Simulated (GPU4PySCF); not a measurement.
fluorene (C₁₃H₁₀), SMILES c1cccc2Cc3ccccc3-c12. Geometry: B3LYP-D3(BJ)/def2-TZVP. The values are those of a single conformer.

Method: B3LYP-D3(BJ)/def2-TZVP in GPU4PySCF.

Harmonic wavenumbers (cm⁻¹): 97, 137, 218, 243, 275, 422, 425, 438, 483, 503, 557, 576, 640, 649, 708, 741, 752, 764, 798, 818, 859, 870, 878, 922, 933, 959, 961, 970, 1032, 1049, 1056, 1122, 1134, 1163, 1180, 1183, 1197, 1213, 1224, 1257, 1326, 1334, 1348, 1382, 1451, 1484, 1491, 1514, 1516, 1623, 1624, 1651, 1653, 3029, 3052, 3164, 3164, 3170, 3172, 3181, 3183, 3194, 3194. Rotational constants (GHz): 2.192, 0.5886, 0.4654; symmetry number 2.

**Question.** Work out the zero-point energy and the ideal-gas rigid-rotor harmonic-oscillator thermochemistry at 298.15 K and 1 atm.

**Answer.** ZPE = ½ Σ hcν = ½ × 82310 cm⁻¹ = 492.33 kJ/mol. H − E(el) = 518.27 kJ/mol. Entropy in J/(mol K): translation 172.52, rotation 122.52, vibration 86.70, total 381.74. G − E(el) = 404.46 kJ/mol. Cp = 167.68 J/(mol K). Modes under 150 cm⁻¹ make the vibrational entropy uncertain.
